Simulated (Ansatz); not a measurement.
`O[SiH](F)[AlH2]` + `O[SiH2]S` → `[AlH2][O][SiH2]S` + `O[SiH2]F`  (cleavage of the Al–Si bond)

Gas-phase electronic energies from Ansatz, PBE0-D4/def2-TZVP geometries. CBS: MP2 limit from def2 TZ/QZ plus the TZ coupled-cluster correction, frozen cores. Functionals use def2-TZVPP. B3LYP here is the variant with VWN-RPA as its local correlation; programs differ in this. Each species was taken in one conformer, which may not be the lowest.

**Question.** Is it downhill or uphill in electronic energy at CCSD(T)/CBS, and by how much? (Best estimate.)

**Answer.** The calculation gave: Downhill: ΔE = -1.88 eV.

**Question.** What do these levels give: B3LYP-D4, ωB97X-V, B2PLYP, RPA@PBE/def2-TZVPP, MP2/def2-TZVPP, CCSD(T)/def2-TZVPP? (An estimate is asked.)

**Answer.** Ansatz gave: B3LYP-D4 -1.87, ωB97X-V -1.82, B2PLYP -1.93, RPA@PBE/def2-TZVPP -1.88, MP2/def2-TZVPP -2.00, CCSD(T)/def2-TZVPP -1.90 eV.

Largest T1 diagnostic among the species: 0.012.

At CCSD(T), def2-SVP lies −0.10 eV from the extrapolated value and def2-TZVPP −0.01 eV. From BLYP to BHLYP (50 % exact exchange), in def2-TZVPP and without D4, ΔE moves by −0.17 eV.
